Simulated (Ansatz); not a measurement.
Coupled-cluster diagnostics for B₅⁺, Ansatz.

Geometry of the singlet (B3LYP-D4/def2-SVP):

Cartesian coordinates in Å:
```
B 0.884 0.261 -0.848
B -0.383 0.291 1.131
B -1.118 -0.768 0.247
B -0.263 -0.775 -1.065
B 0.881 0.991 0.535
```

Correlated methods freeze 5 core orbitals. The structure comes from a short search, and lower isomers may exist.

Geometry of the charge 1 triplet (B3LYP-D4/def2-SVP):

```xyz
5

B     0.308    0.002   -1.155
B    -0.388    0.492    0.519
B    -0.004   -0.773    1.476
B     0.534   -1.070    0.029
B    -0.450    1.348   -0.869
```

Geometry of the charge 1 quintet (B3LYP-D4/def2-SVP):

```xyz
5

B    -0.1863   -1.2390   -0.6187
B    -0.0589    1.3413   -0.3304
B     0.6640    0.6874    1.0006
B     0.7157   -0.9080    0.7021
B    -1.1344    0.1182   -0.7535
```

Question: Estimate the CCSD(T) correlation energy, the shares of MP2 and (T), T1 and the reference's ⟨S²⟩ for: charge 1, singlet, own geometry in def2-TZVPP; charge 1, triplet, own geometry in def2-TZVPP; charge 1, quintet, own geometry in def2-TZVPP; and the rough time on 4 threads of AMD EPYC 9R45 on a shared host.

Answer: 
| state | basis | correlation (eV) | MP2 share (%) | (T) share (%) | T1 | ⟨S²⟩ (pure) | wall time | remarks |
| --- | --- | --- | --- | --- | --- | --- | --- | --- |
| charge 1, singlet, own geometry | def2-TZVPP | -13.322 | 90.0 | 9.0 | 0.025 | 0.00 (0.00) | 2.8 s | large T1, restricted SCF unstable |
| charge 1, triplet, own geometry | def2-TZVPP | -11.934 | 84.3 | 7.5 | 0.046 | 2.13 (2.00) | 11 s | large T1, spin-contaminated |
| charge 1, quintet, own geometry | def2-TZVPP | -10.732 | 80.5 | 6.3 | 0.047 | 6.06 (6.00) | 12 s | large T1 |
Customary marks for T1 are 0.02 (closed shells), 0.045 (open shells) and about 0.05 (3d metals). T1 exceeds 0.02 in 3 of 3 rows and 0.045 in 2; the higher it lies, the less the single-reference result can be trusted.
